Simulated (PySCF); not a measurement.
Nuclear quadrupole coupling in `C=C[C@@]1(C(=O)[O-])C[C@H]1Cl`

Species: C6H6ClO2 (charge -1).
Z-matrix (Å and degrees, GFN2-xTB geometry), rows numbered from 1:
```
C 
C   1  1.3255
C   2  1.4647  1  124.92
C   3  1.6274  2  115.46  1  -108.30
O   4  1.2297  3  113.02  2   170.81
O   4  1.2250  3  115.24  2    -9.83
C   3  1.5032  2  121.50  1    39.57
C   3  1.4894  2  121.27  1   111.10
Cl  8  1.7660  3  120.70  7   106.80
H   1  1.0786  2  122.03  3   176.69
H   1  1.0786  2  121.75  3    -2.60
H   2  1.0840  1  119.96  3  -175.67
H   7  1.0816  3  117.11  8   106.52
H   7  1.0821  3  118.98  8  -106.99
H   8  1.0813  3  119.92  7  -109.80
```

Field gradients from the PBE0/pcSseg-1 density (PySCF, non-relativistic), principal values in atomic units, ordered |Vxx| ≤ |Vyy| ≤ |Vzz|:

```csv
atom,Vxx,Vyy,Vzz
O5,0.3368,0.9042,-1.2411
O6,0.4662,0.9271,-1.3933
Cl9,-1.7933,-1.8228,3.6161
```

Find the asymmetry η = (Vxx − Vyy)/Vzz and the couplings χ = eQV/h (234.96 MHz × Q in barn × V in au), with Q(17O) = −0.0256 b, Q(35Cl) = −0.0817 b.

| atom | environment | nucleus | η | χzz (MHz) | χxx (MHz) | χyy (MHz) |
| --- | --- | --- | --- | --- | --- | --- |
| O5 | carboxylate oxygen | 17O | 0.46 | 7.47 | -2.03 | -5.44 |
| O6 | carboxylate oxygen | 17O | 0.33 | 8.38 | -2.80 | -5.58 |
| Cl9 | alkyl chlorine | 35Cl | 0.01 | -69.42 | 34.42 | 34.99 |

The gradient is axial or nearly so (η below 0.05) at Cl9. The tensor is traceless: Vxx + Vyy + Vzz = 0.

What is Vzz at O5 in SI units (1 au = 9.71736 × 10²¹ V/m²)?

-1.2411 au = -12.060 × 10²¹ V/m².

What couplings would deuterons (Q(2H) = 0.00286 b) have in place of the hydrogens, at this geometry?

```
atom  bonded to  bond length (Å)  Vzz (au)     η  χzz (kHz)
 H10         C1            1.079    0.3422  0.07        230
 H11         C1            1.079    0.3400  0.06        228
 H12         C2            1.084    0.3235  0.06        217
 H13         C7            1.082    0.3260  0.05        219
 H14         C7            1.082    0.3311  0.06        222
 H15         C8            1.081    0.3215  0.09        216
```

Isolated species at its GFN2-xTB geometry (one conformer only). The pcSseg-1 basis has no diffuse functions, a weakness for an anion. GFN2-xTB bond lengths can be off by several hundredths of an ångström, more for odd bonds, and the gradients follow them. These gradients aren't converged with respect to the basis.

These values come from a run that also computed NMR shieldings. Hardware: an Intel Xeon Platinum 8259CL at 2.50 GHz with one thread, no GPU (shared host). Cost: 47 s of wall time, 0.85 GiB resident at most.
